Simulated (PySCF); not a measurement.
# A search over the determinants of Rb₂

Unrestricted PBE0; basis Rb def2-SVP with ECP28; scalar-relativistic core potentials; PySCF 2.14. Outer shells of the fragments: Rb 5s1; Rb 5s1.

Followed along the bond (rough minima from three points):

```
2Ms+1  unpaired  ⟨S²⟩ at the start  R at minimum (Å)  Te (eV)
    1      none               0.00              4.30     0.00
    3  σ ↑, π ↑               2.00              4.36     1.16
    1  σ ↑, π ↓               1.00              4.45     1.39
    3      σ ↑↑               2.00  none in the scan   ≤ 0.43
```

Solutions found at the starting distance of 4.120 Å, counted from the lowest of them; the search is not exhaustive and high or unbound solutions are not listed, so other states can lie among these:

```tsv
2Ms+1	unpaired	term	E (eV)	⟨S²⟩	⟨Lz²⟩
1	none	¹Σ⁺	0.00	0.00	0.00
3	σ ↑↑	³Σ⁺	0.65	2.00	0.00
3	σ ↑, π ↑	³Π	1.17	2.00	1.01
1	σ ↑, π ↓	mixed	1.41	1.00	1.01
3	σ ↑, δ ↑	³Δ	2.33	2.00	4.00
1	σ ↑, δ ↓	mixed	2.40	1.00	4.00
```

A term symbol is given only where ⟨S²⟩ and ⟨Lz²⟩ are close to those of a pure state; real π, δ and φ orbitals otherwise mix terms, and g/u labels are left off.

Counting both spins, an empty level lies below a filled one in some of these solutions, because spin and occupation are held.
